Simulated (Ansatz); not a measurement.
System: trichloro(fluoro)germane, sum formula GeCl₃F, charge 0, multiplicity 1. 
Geometry from a B3LYP-D3(BJ)/def2-TZVP (Ansatz, a quantum-chemistry and plane-wave program) optimisation:
```xyz
5

F      0.0235    -0.0797     1.9082
Ge     0.0023    -0.0078     0.1874
Cl    -1.6640    -1.1416    -0.4823
Cl     1.8287    -0.8353    -0.5126
Cl    -0.1816     2.0338    -0.3679
```
Charge 0, spin multiplicity 1.

Computed values are from Ansatz. Correlated levels leave the core frozen unless marked. Open shells are spin-unrestricted. No spin-orbit coupling. The frozen core is the preceding noble-gas configuration, with the filled d and f shells of earlier blocks. Non-relativistic. Basis-set limits of correlation are two-point, X^-3; Hartree-Fock from the larger set.

The atomisation energy De is 1554.9 kJ/mol at CCSD(T)/CBS(def2-TZVPPD,def2-QZVPPD) and the vertical ionisation energy (to the doublet) comes out as 12.66 eV at CCSD(T)/CBS(def2-TZVPPD,def2-QZVPPD). The vertical electron affinity (to the doublet; negative means unbound) is 0.30 eV at CCSD(T)/CBS(def2-TZVPPD,def2-QZVPPD) and the total energy is -3554.8164 Eh at CCSD(T)/CBS(def2-TZVPPD,def2-QZVPPD). The dipole moment comes out as 1.01 D at CCSD(T)/def2-SVPD and the T1 diagnostic is 0.010 at CCSD/def2-QZVPPD.
